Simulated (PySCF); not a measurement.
C4H9NO2Si2.
Atom-mapped SMILES: `[CH3:1]/[N:2]=[CH:3]\[C@H:4]1[SiH2:5][O:6][SiH2:7][C:8]1=[O:9]`

Structure used (GFN2-xTB), in Å, numbered top down from 1:
```
atom  x, y, z in Å
C1     2.7236    0.3178   -0.7095
N2     1.7327   -0.5195   -1.3213
C3     0.6221   -0.7307   -0.7742
C4     0.1331   -0.1947    0.5370
Si5   -0.7553    1.4656    0.1567
O6    -2.2662    0.8780   -0.0531
Si7   -2.6550   -0.6791    0.3121
C8    -0.9362   -1.1191    1.0727
O9    -0.7158   -1.9299    1.9426
H10    3.2147   -0.2105    0.1122
H11    3.4717    0.5474   -1.4674
H12    2.3017    1.2499   -0.3154
H13   -0.0695   -1.3600   -1.3252
H14    0.9695   -0.1244    1.2361
H15   -0.7405    2.3461    1.3185
H16   -0.3791    2.0680   -1.1123
H17   -2.9552   -1.3654   -0.9359
H18   -3.7051   -0.6333    1.3148
```

NICS is the negative of the GIAO shielding at a point without a nucleus: at the ring centre (0) and 1 Å above and below it (1); zz is the component along the ring normal. Level: GIAO PBE0/pcSseg-1 (PySCF, non-relativistic, gas phase) on the GFN2-xTB geometry, one conformer.

Ring bond lengths (Å), with Mayer bond orders in brackets: C4–Si5 1.921 (0.79), Si5–O6 1.635 (0.94), O6–Si7 1.646 (0.92), Si7–C8 1.930 (0.83), C8–C4 1.512 (0.91).

Problem. Give the NICS values of each ring in ppm.

Solution. 
```
            ring                                                      type  NICS(0)  NICS(1), two faces  NICS(1)zz, two faces  rms pucker (Å)  centre to ring atoms, mean (Å)
C4–Si5–O6–Si7–C8  5-membered ring with O and 2 Si; formal bonds all single      2.2          -1.5 / 1.2            -3.6 / 2.6            0.14                            1.46
```

Problem. What do they say, and how far can they be read as aromaticity?

Solution. 
- C4–Si5–O6–Si7–C8: mean NICS(1)zz -0.5 ppm, near zero. C4, Si5, Si7 have four or more neighbours, and the NICS criterion for π rings isn't applied. The two faces differ by 6.2 ppm, so no symmetry operation interchanges them.

Problem. Give the inner angles of the rings and the Hirshfeld charges of the ring atoms.

Solution. 
- C4–Si5–O6–Si7–C8: C4 105.8° (-0.138 e), Si5 98.2° (+0.418 e), O6 122.0° (-0.316 e), Si7 95.3° (+0.413 e), C8 110.5° (+0.074 e); sum 531.8° against 540° for a flat convex ring.
